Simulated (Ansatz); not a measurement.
Calculated with Ansatz (gas phase, PBE0-D4/def2-TZVP geometries, no zero-point term in ΔE). CCSD(T)/CBS adds triple-zeta CCSD(T) − MP2 to the extrapolated MP2 energy (def2 sets, frozen cores). DFT in def2-TZVPP. B3LYP here is the variant with VWN-RPA as its local correlation; programs differ in this. Each species was taken in one conformer, which may not be the lowest.

Consider the ligand exchange at the Al–C bond: `CC(Cl)[CH2][AlH2]` + `C[SiH2]BN` → `C[SiH2]B[NH][AlH2]` + `CC(C)Cl`.

`CC(Cl)[CH2][AlH2]`:

Cartesian coordinates in Å:
```
C 0.066 0.497 -1.490
C 0.347 -0.691 -0.598
Cl 1.831 -1.536 -1.229
C 0.520 -0.324 0.853
Al -1.064 0.445 1.728
H -0.883 0.961 -1.199
H 0.861 1.240 -1.401
H -0.012 0.200 -2.536
H -0.437 -1.441 -0.718
H 0.807 -1.208 1.437
H 1.357 0.377 0.965
H -0.906 1.117 3.157
H -2.489 0.364 1.030
```

`C[SiH2]BN`:

Cartesian coordinates in Å:
```
C -1.519 -1.185 -0.610
Si -0.455 0.367 -0.658
B 1.289 0.137 0.330
N 1.656 1.010 1.343
H -1.781 -1.446 0.418
H -2.446 -1.045 -1.171
H -0.982 -2.030 -1.045
H -1.236 1.511 -0.086
H -0.186 0.717 -2.086
H 2.052 -0.755 0.074
H 2.520 0.932 1.856
H 1.088 1.789 1.635
```

`C[SiH2]B[NH][AlH2]`:

Cartesian coordinates in Å:
```
C -0.781 -1.801 0.597
Si 0.964 -1.127 0.402
B 1.346 0.749 -0.256
N 0.473 1.791 -0.621
Al -1.326 1.913 -0.650
H -1.359 -1.218 1.318
H -1.324 -1.790 -0.350
H -0.738 -2.833 0.952
H 1.715 -2.034 -0.521
H 1.660 -1.238 1.723
H 2.531 0.969 -0.333
H 0.957 2.632 -0.918
H -2.209 0.687 -0.208
H -1.908 3.302 -1.136
```

`CC(C)Cl`:

Z-matrix (Å, degrees):
```
C
C 1 1.511
H 1 1.090 2 111.3
H 1 1.092 2 110.6 3 120.7
H 1 1.094 2 109.5 3 -120.0
C 2 1.511 1 113.3 3 -179.5
Cl 2 1.804 1 109.2 3 -57.5
H 2 1.091 1 110.2 3 56.5
H 6 1.092 2 110.6 1 58.8
H 6 1.094 2 109.5 1 -60.5
H 6 1.090 2 111.3 1 179.5
```

Problem. Is it downhill or uphill in electronic energy at CCSD(T)/CBS, and by how much? (An estimate is asked.)

Solution. Computed: Downhill: ΔE = -82.6 kJ/mol.

Problem. What do these levels give: PBE-D4, PBE0-D4, B3LYP-D4, ωB97X-V, ωB97M-V, r2SCAN, HF/def2-TZVPP, SCS-MP2/def2-TZVPP, CCSD/def2-TZVPP, CCSD(T)/def2-TZVPP, SCS-MP2/def2-QZVPP, HF/CBS(def2)? (Estimate.)

Solution. The calculation gave: PBE-D4 -72.1, PBE0-D4 -75.6, B3LYP-D4 -82.1, ωB97X-V -80.6, ωB97M-V -79.3, r2SCAN -79.3, HF/def2-TZVPP -92.2, SCS-MP2/def2-TZVPP -86.8, CCSD/def2-TZVPP -85.1, CCSD(T)/def2-TZVPP -83.9, SCS-MP2/def2-QZVPP -86.1, HF/CBS(def2) -92.5 kJ/mol.

Largest T1 diagnostic among the species: 0.012.

From PBE to PBE0 (25 % exact exchange), in def2-TZVPP and without D4, ΔE moves by −3.6 kJ/mol. In def2-TZVPP, CCSD(T) changes the Hartree–Fock value by +8.3 kJ/mol (the triples alone add +1.2 kJ/mol) and MP2 by +7.3 kJ/mol.
